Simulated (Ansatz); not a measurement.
Sr2S2 (the lowest singlet isomer of a short search). Total charge 0; singlet. Geometry B3LYP-D4/def2-TZVP, basis def2-TZVP, Ansatz.

```csv
atom,x (Å),y (Å),z (Å)
Sr1,-0.848,1.605,0.042
Sr2,0.846,-1.606,-0.041
S3,-0.922,-0.443,-1.686
S4,0.925,0.444,1.684
```

```json
{"run": "A", "HOMO (eV)": "-4.14", "LUMO (eV)": "-2.04"}
{"run": "B", "HOMO (eV)": "-4.64", "LUMO (eV)": "-1.81"}
{"run": "C", "HOMO (eV)": "-4.24", "LUMO (eV)": "-2.00"}
{"run": "D", "HOMO (eV)": "-4.05", "LUMO (eV)": "-1.97"}
{"run": "E", "HOMO (eV)": "-6.97", "LUMO (eV)": "-0.74"}
{"run": "F", "HOMO (eV)": "-4.23", "LUMO (eV)": "-1.53"}
```

In the def2 sets Sr takes a core potential; there is no spin–orbit coupling. HSE06 is defined as in plane-wave codes, on full-range PBE exchange. The structure comes from a short search, and lower isomers may exist.

Question: The runs used B97M-V, HSE06, PBE, r2SCAN, revPBE, ωB97M-V. Estimate which is which.

Answer: A PBE (0 % exact exchange); B HSE06 (range-separated); C B97M-V (0 % exact exchange); D revPBE (0 % exact exchange); E ωB97M-V (range-separated); F r2SCAN (0 % exact exchange). Exact exchange lowers occupied and raises empty levels; among semilocal functionals meta-GGAs tend to open the gap a little, and such runs are hard to tell apart. The gap grows from 2.08 eV (revPBE) to 6.23 eV (ωB97M-V).
